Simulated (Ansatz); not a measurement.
`B[AsH2]` and `[GaH2][AsH2]` differ in one element.

Ansatz, PBE0-D4/def2-TZVP geometries, multiplicity 1. 

Scalar relativity is left out up to krypton.

| property | `B[AsH2]` |
| --- | --- |
| ideal-gas entropy at 298 K and 1 bar (rigid rotor, harmonic PBE0-D4/def2-TZVP) / J/(mol·K) | 268 |
| size of the dipole moment (B3LYP/def2-TZVPP) / D | 0.42 |
| HOMO–LUMO gap (PBE/def2-TZVPP) / eV | 3.52 |
| HOMO–LUMO gap (B3LYP/def2-TZVPP) / eV | 5.07 |
| LUMO energy (B3LYP/def2-TZVPP) / eV | -2.14 |
| HOMO energy (ωB97M-V/def2-TZVPP) / eV | -9.51 |

Question: Give the same properties after the change, and the shifts. (Estimate.)

Answer: The calculation gave: 
| property | `[GaH2][AsH2]` | shift |
| --- | --- | --- |
| ideal-gas entropy at 298 K and 1 bar (rigid rotor, harmonic PBE0-D4/def2-TZVP) / J/(mol·K) | 303 | 35 |
| size of the dipole moment (B3LYP/def2-TZVPP) / D | 0.32 | -0.10 |
| HOMO–LUMO gap (PBE/def2-TZVPP) / eV | 3.60 | 0.08 |
| HOMO–LUMO gap (B3LYP/def2-TZVPP) / eV | 4.90 | -0.17 |
| LUMO energy (B3LYP/def2-TZVPP) / eV | -2.03 | 0.11 |
| HOMO energy (ωB97M-V/def2-TZVPP) / eV | -9.15 | 0.36 |

With PBE0 the HOMO rises by 0.28 eV and the LUMO rises by 0.17 eV, so the gap narrows by about 0.11 eV. PBE moves the HOMO by 0.26 eV and ωB97M-V by 0.36 eV. Dipoles are sizes alone; their direction can turn.

B3LYP here is the variant with VWN-RPA as its local correlation; programs differ in this.
